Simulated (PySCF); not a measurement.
A GIAO shielding run with PySCF 2.14 (density fitting, non-relativistic, gas phase) on `C=CC[Si@@H](N)C[SiH2][SiH3]`, C$_{4}$H$_{15}$NSi$_{3}$:

```
$ OMP_NUM_THREADS=1 python probes_run.py task.json out

{"job": {"kind": "nmr", "xc": "PBE0", "basis": "pcSseg-1"}, "charge": 0, "multiplicity": 1}
C      2.962365    -0.981390    -1.648471
C      2.850781    -0.229021    -0.567291
C      1.720926    -0.284801     0.390979
Si     0.528377     1.170775     0.071439
N     -0.092602     0.871069    -1.509180
C     -0.955822     1.177126     1.252182
Si    -2.007844    -0.410585     1.274292
Si    -2.950078    -0.883993    -0.778091
H      3.787258    -0.883170    -2.333865
H      2.232199    -1.738345    -1.885205
H      3.600653     0.523200    -0.356956
H      1.180973    -1.223798     0.279107
H      2.096066    -0.229229     1.411915
H      1.280658     2.435993     0.229122
H      0.547325     0.540608    -2.213693
H     -0.755631     1.508489    -1.917319
H     -0.604359     1.389754     2.260792
H     -1.597327     2.014609     0.979010
H     -3.037134    -0.216547     2.316157
H     -1.164570    -1.503029     1.791762
H     -2.106791    -1.692154    -1.661199
H     -3.320537     0.314919    -1.542220
H     -4.199637    -1.643498    -0.625880
```

Hardware: 1 thread of an Intel Xeon, shared host. The job also computes population analyses, field gradients.

Question: How large is the calculation?

Answer: 88 electrons, 232 basis functions and 1269 auxiliary functions.

Question: How long does it take, and how much memory does it need?

Answer: 2.2 min of wall time, with 13 SCF cycles and 5 response iterations; peak memory 1.1 GiB. Times on a shared host scatter by some tens of per cent.
